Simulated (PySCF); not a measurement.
Calcium: a sound run and one with changed settings

Sound run: Ca [Ar] 4s2, Ca⁺ [Ar] 4s1. All numbers are calculated (PySCF 2.14, scalar relativity by spin-free X2C-1e, in x2c-TZVPall (6s5p3d, 36 functions)). In the sound run the correlated levels freeze [Ar]. The sound run starts from symmetry-adapted Hartree-Fock orbitals and uses a fine grid where one is needed.

Changed run: initial guess atom, at most 50 SCF cycles, level shift 0.1 hartree.

```json
{"species": "Ca", "method": "UHF", "sound run (hartree)": "-679.62020", "changed run (hartree)": "-679.62020", "converged": "yes"}
{"species": "Ca", "method": "BP86", "sound run (hartree)": "-680.52044", "changed run (hartree)": "-680.52044", "converged": "yes"}
{"species": "Ca", "method": "TPSS", "sound run (hartree)": "-680.45678", "changed run (hartree)": "-680.45678", "converged": "yes"}
{"species": "Ca", "method": "MP2", "sound run (hartree)": "-679.63866", "changed run (hartree)": "-679.63396", "converged": "yes"}
{"species": "Ca", "method": "CCSD(T)", "sound run (hartree)": "-679.64840", "changed run (hartree)": "-679.64840", "converged": "yes"}
{"species": "Ca⁺", "method": "UHF", "sound run (hartree)": "-679.43136", "changed run (hartree)": "-679.43136", "converged": "yes"}
{"species": "Ca⁺", "method": "BP86", "sound run (hartree)": "-680.29226", "changed run (hartree)": "-680.29226", "converged": "yes"}
{"species": "Ca⁺", "method": "TPSS", "sound run (hartree)": "-680.23641", "changed run (hartree)": "-680.23641", "converged": "yes"}
```

Ionisation energy of Ca:

| method | sound run (eV) | changed run (eV) |
| --- | --- | --- |
| UHF | 5.139 | 5.139 |
| BP86 | 6.209 | 6.209 |
| TPSS | 5.997 | 5.997 |
| MP2 | 5.641 | 5.513 |
| SCS-MP2 | 5.742 | 5.588 |
| CCSD | 5.906 | 5.906 |
| CCSD(T) | 5.906 | 5.906 |
| CCSDT | 5.906 | 5.906 |
| FCI | 5.906 | 5.906 |

A level shift leaves the converged SCF energy unchanged but raises the virtual orbital energies, which shrinks MP2 if it is not removed.

For comparison, NIST gives 6.113 eV between the lowest levels.
